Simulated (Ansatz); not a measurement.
Relaxation of GaH4N (6 atoms, charge 0, multiplicity 1), to a largest force component of 0.03 eV/Å in at most 50 steps.

Theory: Ansatz, RKS B3LYP-D4/def2-SVP.

```xyz
6
Properties=species:S:1:pos:R:3:forces:R:3
Ga 0.214 -0.642 -1.425 -0.17 -0.07 -0.25
H 0.842 0.268 1.122 -1.50 0.56 0.55
H 1.500 0.048 0.937 1.58 -0.47 -0.30
N -1.495 -0.027 -0.913 -0.06 0.06 0.05
H -2.211 -0.575 -0.431 0.08 0.00 -0.04
H -1.843 0.929 -1.019 0.07 -0.08 -0.01
```

**Question.** Where does it end, and by what steps?

**Answer.** It converged. The force dipped under the threshold on the way, but the program's further checks kept it going. After 16 steps the energy has fallen by 0.186 eV; Ga1 moved furthest, 1.31 Å.

| step | energy less start (eV) | largest force component (eV/Å) | accepted |
| --- | --- | --- | --- |
| 0 | 0.0000 | 1.583 | yes |
| 1 | -0.0902 | 0.178 | yes |
| 2 | -0.1048 | 0.167 | yes |
| 3 | -0.1137 | 0.277 | yes |
| 4 | -0.1194 | 0.161 | yes |
| 5 | -0.1271 | 0.216 | yes |
| 6 | -0.1195 | 0.919 | no |
| 7 | -0.1346 | 0.040 | yes |
| 8 | -0.1440 | 0.150 | yes |
| 9 | -0.1442 | 0.826 | yes |
| 10 | -0.1649 | 0.315 | yes |
| 11 | -0.1791 | 0.037 | yes |
| 12 | -0.1830 | 0.033 | yes |
| 13 | -0.1781 | 0.289 | no |
| 14 | -0.1848 | 0.007 | yes |
| 15 | -0.1851 | 0.089 | yes |
| 16 | -0.1855 | 0.020 | yes |

```xyz
6
Properties=species:S:1:pos:R:3
Ga -0.534 -0.897 -2.469
H 0.612 0.254 0.957
H 1.072 0.393 1.552
N -1.206 -0.088 -0.902
H -1.646 -0.579 -0.122
H -1.292 0.917 -0.744
```

Time of the run: 32 s on 1 thread of Arm Neoverse V2, with other jobs on the host, peak memory 0.12 GiB.
